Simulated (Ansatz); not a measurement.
The same ligand exchange along the group Ti, Zr, Hf.

Computed with Ansatz on PBE0-D4/def2-TZVP structures; ΔE is electronic, products minus reactants. CCSD(T)/CBS is the MP2 limit (def2-TZVPP, def2-QZVPP) plus CCSD(T) − MP2 in def2-TZVPP, frozen cores. This one scheme is used for every species. Functionals use def2-TZVPP. B3LYP here is the variant with VWN-RPA as its local correlation; programs differ in this. def2 core potentials past Kr. For Hf, Ti, Zr outer-core shells are correlated without core-valence functions, which leaves a few kJ/mol of doubt a bond. Scalar relativity is left out up to krypton. One conformer a species, not always the lowest.

```csv
reaction,ωB97X-V (eV),PBE-D4 (eV),B3LYP-D4 (eV),CCSD(T)/CBS(def2) (eV)
`[OH][Ti]([F])([F])[F]` + H₂S → `[OH][Ti]([F])([F])[SH]` + H–F,0.91,0.76,0.81,0.69
`[OH][Zr]([F])([F])[F]` + H₂S → `[OH][Zr]([F])([F])[SH]` + H–F,1.01,0.88,0.95,0.85
`[OH][Hf]([F])([F])[F]` + H₂S → `[OH][Hf]([F])([F])[SH]` + H–F,0.99,0.88,0.96,0.85
```

Largest T1 diagnostic: 0.024, for `[OH][Ti]([F])([F])[SH]`.
